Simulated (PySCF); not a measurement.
# Group charges in `C#CC/C=C/C(=C)C`

Species: C8H10.
Numbering: `[CH:1]#[C:2][CH2:3]/[CH:4]=[CH:5]/[C:6](=[CH2:7])[CH3:8]` (hydrogens: H9 on C1; H10, H11 on C3; H12 on C4; H13 on C5; H14, H15 on C7; H16, H17, H18 on C8)

Cartesian coordinates in Å at the GFN2-xTB level; atoms count from 1:
```
atom  x, y, z in Å
C1     3.6685    0.3582   -1.5669
C2     2.9505   -0.2160   -0.8015
C3     2.0498   -0.8987    0.1093
C4     0.6239   -0.5502   -0.2002
C5    -0.2095   -0.0160    0.6888
C6    -1.6000    0.3438    0.4558
C7    -2.3262    0.8708    1.4413
C8    -2.1832    0.1062   -0.9052
H9     4.3110    0.8571   -2.2289
H10    2.2971   -0.6204    1.1377
H11    2.2003   -1.9792   -0.0038
H12    0.3133   -0.7548   -1.2151
H13    0.1492    0.1783    1.6930
H14   -1.9124    1.0441    2.4205
H15   -3.3570    1.1492    1.3043
H16   -3.2207    0.4289   -0.9373
H17   -2.1402   -0.9526   -1.1578
H18   -1.6231    0.6575   -1.6593
```

Atomic charges (e) from the PBE0/pcSseg-1 density (PySCF):

```
atom  Mulliken      IAO  Hirshfeld  ESP-fitted
  C1   -0.3540  -0.2560    -0.1288     -0.5842
  C2   +0.1486  -0.0203    -0.0406     +0.1840
  C3   -0.1009  -0.2732    -0.0502     -0.2956
  C4   -0.1768  -0.1389    -0.0359     +0.0665
  C5   -0.0347  -0.1516    -0.0523     -0.4602
  C6   -0.4183  +0.0296    +0.0103     +0.3984
  C7   -0.0583  -0.3273    -0.1068     -0.5932
  C8   -0.1490  -0.4272    -0.1158     -0.5319
  H9   +0.0415  +0.1994    +0.0888     +0.3462
 H10   +0.1507  +0.1666    +0.0598     +0.1512
 H11   +0.1656  +0.1727    +0.0597     +0.1374
 H12   +0.1116  +0.1461    +0.0450     +0.1142
 H13   +0.0822  +0.1384    +0.0441     +0.2095
 H14   +0.1037  +0.1447    +0.0423     +0.1971
 H15   +0.1030  +0.1469    +0.0437     +0.2093
 H16   +0.1180  +0.1479    +0.0468     +0.1561
 H17   +0.1316  +0.1501    +0.0444     +0.1413
 H18   +0.1356  +0.1520    +0.0458     +0.1538
```

**Question.** Cut each of the bonds C1–C2, C2–C3, C3–C4, C4–C5, C6–C5, C7–C6 and C8–C6 in turn and sum the charges on the side of the atom named first.

**Answer.** In e; the other side holds the opposite charge:

```json
{"bond cut": "C1–C2", "piece": "CH", "atoms": "2", "Mulliken": "-0.312", "IAO": "-0.057", "Hirshfeld": "-0.040", "ESP-fitted": "-0.238"}
{"bond cut": "C2–C3", "piece": "C2H", "atoms": "3", "Mulliken": "-0.164", "IAO": "-0.077", "Hirshfeld": "-0.081", "ESP-fitted": "-0.054"}
{"bond cut": "C3–C4", "piece": "C3H3", "atoms": "6", "Mulliken": "+0.052", "IAO": "-0.011", "Hirshfeld": "-0.011", "ESP-fitted": "-0.061"}
{"bond cut": "C4–C5", "piece": "C4H4", "atoms": "8", "Mulliken": "-0.014", "IAO": "-0.004", "Hirshfeld": "-0.002", "ESP-fitted": "+0.120"}
{"bond cut": "C6–C5", "piece": "C3H5", "atoms": "8", "Mulliken": "-0.034", "IAO": "+0.017", "Hirshfeld": "+0.011", "ESP-fitted": "+0.131"}
{"bond cut": "C7–C6", "piece": "CH2", "atoms": "3", "Mulliken": "+0.148", "IAO": "-0.036", "Hirshfeld": "-0.021", "ESP-fitted": "-0.187"}
{"bond cut": "C8–C6", "piece": "CH3", "atoms": "4", "Mulliken": "+0.236", "IAO": "+0.023", "Hirshfeld": "+0.021", "ESP-fitted": "-0.081"}
```

Extremes among these pieces. Mulliken: lowest CH at C1, highest CH3 at C8; IAO: lowest C2H at C2, highest CH3 at C8; Hirshfeld: lowest C2H at C2, highest CH3 at C8; ESP-fitted: lowest CH at C1, highest C3H5 at C6.

**Question.** Do the schemes agree better on the pieces than on the single atoms at the cuts?

**Answer.** The spread between schemes averages 0.206 e for the pieces and 0.419 e for the atoms named first; it is smaller for the piece at 7 of the 7 cuts. On average they agree better on the pieces. The sign differs between schemes (beyond ±0.03 e) for C3H3 at C3, C3H5 at C6, CH2 at C7 and CH3 at C8.

One conformer (not necessarily the lowest) at the GFN2-xTB geometry, without solvent, vibrations or thermal averaging.
